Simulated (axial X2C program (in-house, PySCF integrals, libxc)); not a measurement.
**Worked dissociation energy of SnSi⁻: BLYP, scalar-relativistic**

Computed with an axial X2C code built on PySCF integrals. Spin-free means the one-electron spin-free X2C Hamiltonian. Basis: Sn dyall-acv3z [12s13p10d5f1g], Si dyall-av3z [9s8p3d2f] (cores contracted in-house); Gaussian nuclei, density fitting, unrestricted open shells. Masses: Sn 119.902 u, Si 27.977 u.

Molecular state: M_S = 1/2, Λ = 1 (beyond evenly filled blocks: π+α, π+β, π-α).

- E(Sn) (2M_S = 2, M_L = 1): -6176.767095 hartree
- E(Si-) (2M_S = 3, M_L = 0): -290.047133 hartree
- E(SnSi⁻) at Re: -6466.935762 hartree
- ωe: 340.1 cm⁻¹
- ωexe: 1.04 cm⁻¹

**Question.** Work out De and D0.

**Answer.** De = -6176.767095 + (-290.047133) − (-6466.935762) = 0.12153 hartree = 3.307 eV. The zero-point energy is ωe/2 − ωexe/4 = 170 cm⁻¹ = 0.021 eV, so D0 = 3.286 eV.

The state is a single determinant with fixed occupations, the lowest that a limited PBE0 search found. Dissociation energies refer to the lowest single-determinant-based atoms at the same level and basis. Other states lie close and PBE0, whose exact exchange favours high spin, may order them wrongly; the determinant shown need not be the ground state. The nearest other spin-free determinant of the search, M_S = 1/2, Λ = 0, lies 0.13 eV up at the distance of the search. The functionals have no current-density term, which raises determinants with orbital currents, atoms included. At some level and bond length an empty orbital lies below a filled one. The highest occupied level of some functionals is positive through self-interaction error; at Hartree–Fock it is bound. Spin-free De lacks the spin–orbit lowering of the heavy p-block atom, a tenth of an eV or more for 4p and 5p, up to an eV for 6p and one to two eV for 7p atoms, less what an open-shell molecule gains itself.

Each atomic determinant is the lowest at this level and need not be a pure term. Totals compare only within one Hamiltonian and basis.
